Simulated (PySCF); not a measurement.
## Diatomic anions of B with the chalcogens

PBE0 with double-zeta basis sets in PySCF, for the lowest determinant that a PBE0 search found; no spin–orbit coupling. De refers to high-spin ground-configuration atoms (the charge goes to the atom of lower measured ionisation energy or higher electron affinity, which is not always the lowest computed limit). A positive dipole points towards B; it is taken about the centre of mass and depends on that origin.

```
 M                        basis  charged atom  state (unpaired electrons)  Re (Å)  ωe (cm⁻¹)  De (eV)  μ (D)
 O                  aug-cc-pVDZ            O−      singlet (closed shell)   1.240       1720     9.27  -2.38
 S  aug-cc-pVDZ/aug-cc-pV(D+d)Z            S−      singlet (closed shell)   1.697       1002     6.03  -3.72
Se               aug-cc-pVDZ-DK           Se−      singlet (closed shell)   1.836        815     5.23  -4.67
Te   aug-cc-pVDZ/aug-cc-pVDZ-PP           Te−      singlet (closed shell)   2.076        668     4.23  -4.81
```

The shortest bond is that of BO⁻ (1.240 Å), the longest that of BTe⁻ (2.076 Å). BO⁻ is bound most strongly (9.27 eV) and BTe⁻ least (4.23 eV).

The rows differ in basis set, which adds steps of its own.

Relativity is treated differently too: O no relativity; S no relativity; Se spin-free X2C; Te scalar-relativistic core potentials.

Down a group bonds as a rule get longer and wavenumbers fall, partly through the reduced mass; this series shows no clear exception.

These are scalar-relativistic numbers at best; spin–orbit coupling would shift them, the dissociation energy most. For an ion De counts to the pair picked by the measured ionisation energies or electron affinities, which need not be the lowest pair at this level.
